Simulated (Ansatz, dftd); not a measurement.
Reaction: SiPH5 (silylphosphane, SMILES [SiH3]P) → SiPH4 (SMILES [PH][SiH3], doublet) + H (doublet) (the H-P bond breaks)
Each species at its own B3LYP-D3(BJ)/def2-TZVP minimum (Ansatz, an electronic-structure program).

Quantity: bond dissociation energy (electronic), in kcal/mol. Open shells are spin-unrestricted; no spin-orbit coupling. Cores are frozen in correlated methods. Rows without X2C or -DK are non-relativistic. CBS(X,Y): correlation extrapolated as X^-3, Hartree-Fock from the larger set. A bracket is a step between two methods taken in the basis named. Functionals run without relativity, which enters their misses. 'core' is core correlation in cc-pwCVTZ (1s frozen past Ne), 'X2C' scalar relativity in cc-pVTZ-DK, both at CCSD(T). For partners of very few electrons the exact lower level stands in for a higher one.

Compared with CCSD(T)/CBS(cc-pV(T+d)Z,cc-pV(Q+d)Z) + [CCSDT(Q) - CCSD(T)]/cc-pV(T+d)Z + core + X2C (Ansatz): 86.8 kcal/mol.

Costs are rough ratios of core time, to one figure, on one kind of shared machine, summed over the single points of the molecules; atoms, geometries and frequencies are left out. The first row took roughly 9 core seconds; short runs hold start-up time.

| level | program | cost relative to the first row | difference (kcal/mol) |
|---|---|---|---|
| PBE-D4/def2-TZVPD | Ansatz + dftd4 | 1 | -3.3 |
| PBE0-D3(BJ)/def2-TZVPD | Ansatz + dftd3 | 1 | -3.5 |
| CCSD(T)/cc-pV(D+d)Z | Ansatz | 2 | -5.1 |
| wB97X-V/def2-TZVPD | Ansatz | 2 | -0.5 |
| wB97M-V/def2-TZVPD | Ansatz | 3 | -0.1 |
| CCSD(T)/cc-pV(T+d)Z | Ansatz | 7 | -1.8 |
| CCSDT(Q)/cc-pV(D+d)Z | Ansatz | 30 | -5.1 |

The dearest row costs roughly 30 times the first. Costs within a factor of two don't rank. The table holds for this case alone.
